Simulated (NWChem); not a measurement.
System: hexafluoroethane (C₂F₆); SMILES FC(F)(F)C(F)(F)F

Here is an NWChem input.

```
start job
memory heap 200 mb stack 900 mb global 1100 mb
geometry units angstroms noautosym nocenter noautoz
  F      0.898014    -0.863234     1.218485
  C      0.000000     0.000000     0.771040
  F      0.298576     1.209320     1.218485
  F     -1.196590    -0.346085     1.218485
  C      0.000000     0.000000    -0.771038
  F      1.194582     0.352955    -1.218483
  F     -0.291623    -1.211016    -1.218483
  F     -0.902959     0.858061    -1.218483
end
basis spherical
  * library def2-svp
end
dft
  xc xpbe96 cpbe96
  iterations 150
end
tddft
  cis
  nroots 6
  notriplet
end
task tddft energy
```

Parts of the log:

```
             Northwest Computational Chemistry Package (NWChem) 7.3.0
             --------------------------------------------------------

                             Geometry "geometry" -> ""
                             -------------------------

 Output coordinates in angstroms (scale by  1.889725989 to convert to a.u.)

  No.       Tag          Charge          X              Y              Z
 ---- ---------------- ---------- -------------- -------------- --------------
    1 F                    9.0000     0.89801400    -0.86323400     1.21848500
    2 C                    6.0000     0.00000000     0.00000000     0.77104000
    3 F                    9.0000     0.29857600     1.20932000     1.21848500
    4 F                    9.0000    -1.19659000    -0.34608500     1.21848500
    5 C                    6.0000     0.00000000     0.00000000    -0.77103800
    6 F                    9.0000     1.19458200     0.35295500    -1.21848300
    7 F                    9.0000    -0.29162300    -1.21101600    -1.21848300
    8 F                    9.0000    -0.90295900     0.85806100    -1.21848300

 Effective nuclear repulsion energy (a.u.)     465.0062607023

  pbe96 is a nonlocal functional; adding pw91lda local functional.

                                 NWChem DFT Module
                                 -----------------

 Summary of "ao basis" -> "ao basis" (spherical)
 ------------------------------------------------------------------------------
       Tag                 Description            Shells   Functions and Types
 ---------------- ------------------------------  ------  ---------------------
 F                          def2-svp                 6       14   3s2p1d
 C                          def2-svp                 6       14   3s2p1d

            General Information
            -------------------
          SCF calculation type: DFT
          Wavefunction type:  closed shell.
          No. of atoms     :     8
          No. of electrons :    66
           Alpha electrons :    33
            Beta electrons :    33
          Charge           :     0
          Spin multiplicity:     1
          Use of symmetry is: off; symmetry adaption is: off
          Maximum number of iterations: 150
          AO basis - number of functions:   112
                     number of shells:    48
          Convergence on energy requested:  1.00D-06
          Convergence on density requested:  1.00D-05
          Convergence on gradient requested:  5.00D-04

              XC Information
              --------------
          PerdewBurkeErnzerhof Exchange Functional  1.000
            Perdew 1991 LDA Correlation Functional  1.000 local
           PerdewBurkeErnz. Correlation Functional  1.000 non-local

             Grid Information
             ----------------
          Grid used for XC integration:  medium
          Radial quadrature: Mura-Knowles
          Angular quadrature: Lebedev.
          Tag              B.-S. Rad. Rad. Pts. Rad. Cut. Ang. Pts.
          ---              ---------- --------- --------- ---------
          F                   0.50       49           8.0       434
          C                   0.70       49           7.0       434
          Grid pruning is: on
          Number of quadrature shells:   392
          Spatial weights used:  Erf1

      Superposition of Atomic Density Guess
      -------------------------------------

 Sum of atomic energies:        -671.00468926

      Non-variational initial energy
      ------------------------------

 Total energy =    -673.475689
 1-e energy   =   -1863.000550
 2-e energy   =     724.518600
 HOMO         =      -0.382632
 LUMO         =       0.251639

   convergence    iter        energy       DeltaE   RMS-Dens  Diis-err
 ---------------- ----- ----------------- --------- --------- ---------
 d= 0,ls=0.0,diis     1   -673.7687401259 -1.14D+03  2.63D-02  3.39D+00
 d= 0,ls=0.0,diis     2   -672.9085296841  8.60D-01  1.62D-02  1.48D+01
 d= 0,ls=0.0,diis     3   -674.1172548230 -1.21D+00  1.54D-03  6.22D-02
 d= 0,ls=0.0,diis     4   -674.1209376421 -3.68D-03  5.13D-04  1.59D-02
 d= 0,ls=0.0,diis     5   -674.1221021583 -1.16D-03  4.76D-05  3.74D-05
  Resetting Diis
 d= 0,ls=0.0,diis     6   -674.1221056834 -3.53D-06  2.97D-06  2.08D-07
 d= 0,ls=0.0,diis     7   -674.1221056971 -1.38D-08  6.26D-07  4.48D-09

         Total DFT energy =     -674.122105697117
      One electron energy =    -1861.850218470376
           Coulomb energy =      795.718885067700
    Exchange-Corr. energy =      -72.997032996753
 Nuclear repulsion energy =      465.006260702311

 Numeric. integr. density =       65.999999554926

                       DFT Final Molecular Orbital Analysis
                       ------------------------------------

 Vector   31  Occ=2.000000D+00  E=-3.716462D-01
              MO Center= -8.6D-07,  6.6D-06,  3.3D-05, r^2= 3.5D+00
   Bfn.  Coefficient  Atom+Function         Bfn.  Coefficient  Atom+Function
  ----- ------------  ---------------      ----- ------------  ---------------
    32      0.281561  3 F  px                88      0.281987  7 F  px
    47      0.278643  4 F  py                75      0.278118  6 F  py
   103     -0.210301  8 F  py                 5     -0.209033  1 F  py
     4     -0.201058  1 F  px               102     -0.199724  8 F  px
    35     -0.188201  3 F  px                91     -0.188483  7 F  px

 Vector   32  Occ=2.000000D+00  E=-3.650302D-01
              MO Center= -6.8D-07,  2.8D-06, -3.1D-05, r^2= 3.5D+00
   Bfn.  Coefficient  Atom+Function         Bfn.  Coefficient  Atom+Function
  ----- ------------  ---------------      ----- ------------  ---------------
    32      0.285084  3 F  px                88     -0.285459  7 F  px
    47      0.282050  4 F  py                75     -0.281621  6 F  py
   103      0.212813  8 F  py                 5     -0.211732  1 F  py
     4     -0.203441  1 F  px               102      0.202322  8 F  px
    35     -0.186287  3 F  px                91      0.186538  7 F  px

 Vector   33  Occ=2.000000D+00  E=-3.329453D-01
              MO Center= -3.5D-07,  6.2D-07, -7.9D-07, r^2= 2.7D+00
   Bfn.  Coefficient  Atom+Function         Bfn.  Coefficient  Atom+Function
  ----- ------------  ---------------      ----- ------------  ---------------
    20      0.286386  2 C  pz                62     -0.286386  5 C  pz
     6      0.249711  1 F  pz                34      0.249710  3 F  pz
    48      0.249712  4 F  pz                76     -0.249712  6 F  pz
    90     -0.249711  7 F  pz               104     -0.249712  8 F  pz
    16     -0.178276  2 C  s                 58     -0.178276  5 C  s

[...]

                                NWChem TDDFT Module
                                -------------------

            General Information
            -------------------
           No. of orbitals :     224
            Alpha orbitals :     112
             Beta orbitals :     112
        Alpha frozen cores :       0
         Beta frozen cores :       0
     Alpha frozen virtuals :       0
      Beta frozen virtuals :       0
         Spin multiplicity :       1
    Number of AO functions :     112
        Use of symmetry is : off
      Symmetry adaption is : off
         Schwarz screening :  0.10D-07

              XC Information
              --------------
   PerdewBurkeErnzerhof Exchange Functional   1.00
     Perdew 1991 LDA Correlation Functional   1.00 local
    PerdewBurkeErnz. Correlation Functional   1.00 non-local

             TDDFT Information
             -----------------
          Calculation type : Tamm-Dancoff TDDFT
         Wavefunction type : Restricted singlets
          No. of electrons :      66
           Alpha electrons :      33
            Beta electrons :      33
              No. of roots :       6
          Max subspacesize :    5200
            Max iterations :     100
               Target root :       1
           Target symmetry : none
      Symmetry restriction : off
                 Algorithm : Optimal
        Davidson threshold :  0.10D-03

    6 smallest eigenvalue differences (eV)
--------------------------------------------------------
  No. Spin  Occ  Vir  Irrep   E(Occ)    E(Vir)   E(Diff)
--------------------------------------------------------
    1    1   33   34 a        -0.333     0.055    10.558
    2    1   33   35 a        -0.333     0.055    10.558
    3    1   32   34 a        -0.365     0.055    11.431
    4    1   32   35 a        -0.365     0.055    11.431
    5    1   31   34 a        -0.372     0.055    11.611
    6    1   31   35 a        -0.372     0.055    11.611
--------------------------------------------------------

  Entering Davidson iterations
  Restricted singlet excited states

  Iter   NTrls   NConv    DeltaV     DeltaE      Time
  ----  ------  ------  ---------  ---------  ---------
    1      6       0     0.20E+00   0.10+100        2.9
    2     12       0     0.40E-01   0.28E-01        2.9
    3     18       0     0.21E-01   0.11E-02        2.9
    4     24       0     0.33E-02   0.59E-03        2.9
    5     30       3     0.17E-02   0.57E-05        3.8
    6     33       4     0.12E-03   0.12E-05        3.2
    7     35       6     0.30E-04   0.79E-08        2.3
  ----  ------  ------  ---------  ---------  ---------
  Convergence criterion met

  Ground state a        -674.122105697117 a.u.

  ----------------------------------------------------------------------------
  Root   1 singlet a              0.409384817 a.u.               11.1399 eV
  ----------------------------------------------------------------------------
     Transition Moments    X -0.13522   Y  0.26460   Z  0.00000
     Dipole Oscillator Strength                    0.0240986441
     Electric Quadrupole                           0.0000000000
     Magnetic Dipole                               0.0000000000
     Total Oscillator Strength                     0.0240986441

     Occ.   23  a   ---  Virt.   34  a       -0.06175
     Occ.   23  a   ---  Virt.   35  a       -0.05053
     Occ.   24  a   ---  Virt.   34  a        0.05053
     Occ.   24  a   ---  Virt.   35  a       -0.06175
     Occ.   32  a   ---  Virt.   35  a        0.32597
     Occ.   33  a   ---  Virt.   34  a        0.93003
  ----------------------------------------------------------------------------
  Root   2 singlet a              0.409385934 a.u.               11.1400 eV
  ----------------------------------------------------------------------------
     Transition Moments    X  0.26458   Y  0.13522   Z -0.00000
     Dipole Oscillator Strength                    0.0240957444
     Electric Quadrupole                           0.0000000000
     Magnetic Dipole                               0.0000000000
     Total Oscillator Strength                     0.0240957444

     Occ.   23  a   ---  Virt.   34  a       -0.05053
     Occ.   23  a   ---  Virt.   35  a        0.06175
     Occ.   24  a   ---  Virt.   34  a       -0.06175
     Occ.   24  a   ---  Virt.   35  a       -0.05053
     Occ.   32  a   ---  Virt.   34  a       -0.32601
     Occ.   33  a   ---  Virt.   35  a        0.93002
  ----------------------------------------------------------------------------
  Root   3 singlet a              0.431994617 a.u.               11.7552 eV
  ----------------------------------------------------------------------------
     Transition Moments    X  0.31221   Y  0.15897   Z  0.00000
     Dipole Oscillator Strength                    0.0353500917
     Electric Quadrupole                           0.0000000000
     Magnetic Dipole                               0.0000000000
     Total Oscillator Strength                     0.0353500917

     Occ.   23  a   ---  Virt.   34  a       -0.06956
     Occ.   23  a   ---  Virt.   35  a        0.08528
     Occ.   24  a   ---  Virt.   34  a       -0.08527
     Occ.   24  a   ---  Virt.   35  a       -0.06956
     Occ.   28  a   ---  Virt.   36  a       -0.08733
     Occ.   29  a   ---  Virt.   34  a       -0.11360
     Occ.   29  a   ---  Virt.   35  a        0.08488
     Occ.   29  a   ---  Virt.   37  a        0.09559
     Occ.   30  a   ---  Virt.   34  a        0.08484
     Occ.   30  a   ---  Virt.   35  a        0.11349
     Occ.   31  a   ---  Virt.   39  a       -0.06944
     Occ.   32  a   ---  Virt.   34  a        0.91136
     Occ.   33  a   ---  Virt.   35  a        0.27215
  ----------------------------------------------------------------------------
  Root   4 singlet a              0.431995692 a.u.               11.7552 eV
  ----------------------------------------------------------------------------
     Transition Moments    X  0.15895   Y -0.31219   Z  0.00001
     Dipole Oscillator Strength                    0.0353449459
     Electric Quadrupole                           0.0000000000
     Magnetic Dipole                               0.0000000000
     Total Oscillator Strength                     0.0353449459

     Occ.   23  a   ---  Virt.   34  a        0.08528
     Occ.   23  a   ---  Virt.   35  a        0.06956
     Occ.   24  a   ---  Virt.   34  a       -0.06956
     Occ.   24  a   ---  Virt.   35  a        0.08527
     Occ.   27  a   ---  Virt.   36  a        0.08732
     Occ.   29  a   ---  Virt.   34  a        0.08485
     Occ.   29  a   ---  Virt.   35  a        0.11357
     Occ.   30  a   ---  Virt.   34  a        0.11357
     Occ.   30  a   ---  Virt.   35  a       -0.08489
     Occ.   30  a   ---  Virt.   37  a        0.09558
     Occ.   31  a   ---  Virt.   40  a       -0.06944
     Occ.   32  a   ---  Virt.   35  a        0.91137
     Occ.   33  a   ---  Virt.   34  a       -0.27211
  ----------------------------------------------------------------------------
  Root   5 singlet a              0.435732779 a.u.               11.8569 eV
  ----------------------------------------------------------------------------
     Transition Moments    X -0.00060   Y  0.00119   Z  0.00000
     Dipole Oscillator Strength                    0.0000005159
     Electric Quadrupole                           0.0000002147
     Magnetic Dipole                               0.0000000531
     Total Oscillator Strength                     0.0000007837

     Occ.   22  a   ---  Virt.   35  a        0.05308
     Occ.   25  a   ---  Virt.   35  a       -0.07249
     Occ.   26  a   ---  Virt.   34  a        0.07249
     Occ.   28  a   ---  Virt.   37  a        0.05933
     Occ.   29  a   ---  Virt.   36  a       -0.06399
     Occ.   31  a   ---  Virt.   34  a       -0.98332
     Occ.   32  a   ---  Virt.   39  a        0.06034
  ----------------------------------------------------------------------------
  Root   6 singlet a              0.435734098 a.u.               11.8569 eV
  ----------------------------------------------------------------------------
     Transition Moments    X -0.00121   Y -0.00059   Z -0.00000
     Dipole Oscillator Strength                    0.0000005246
     Electric Quadrupole                           0.0000002147
     Magnetic Dipole                               0.0000000530
     Total Oscillator Strength                     0.0000007923

     Occ.   22  a   ---  Virt.   34  a        0.05308
     Occ.   25  a   ---  Virt.   34  a        0.07248
     Occ.   26  a   ---  Virt.   35  a        0.07248
     Occ.   27  a   ---  Virt.   37  a        0.05934
     Occ.   30  a   ---  Virt.   36  a        0.06399
     Occ.   31  a   ---  Virt.   35  a        0.98333
     Occ.   32  a   ---  Virt.   40  a       -0.06034

              Target root =      1
          Target symmetry = none
      Ground state energy =   -674.122105697117
        Excitation energy =      0.409384817455
     Excited state energy =   -673.712720879663

  stored tddft:energy   -673.71272087966258
```

Level: PBE/def2-SVP, TDA. Structure relaxed at the PBE0/def2-SVP level.
